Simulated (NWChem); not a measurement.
C₃H₃ cation

```xyz
6

C      0.0000     0.0000    -1.3386
C      0.0000     0.0000    -0.1033
C      0.0000     0.0000     1.2447
H      0.0000     0.0000    -2.4259
H      0.0000     0.9468     1.8079
H      0.0000    -0.9468     1.8079
```
Atoms are numbered in this order, from 1.

Program: NWChem. The geometry was optimised at PBE0/def2-SVP. Level: M06-2X/def2-SVP with COSMO at NWChem's default radii, gas-phase geometry; rows give the dielectric constant. Reactions with the solvent are ignored.

| dielectric constant | electrostatic solvation energy (kcal/mol) |
|---|---|
| 2.4 | -38.1 |
| 3.9 | -48.5 |
| 7.6 | -56.7 |
| 11.7 | -59.7 |
| 78.4 | -64.5 |
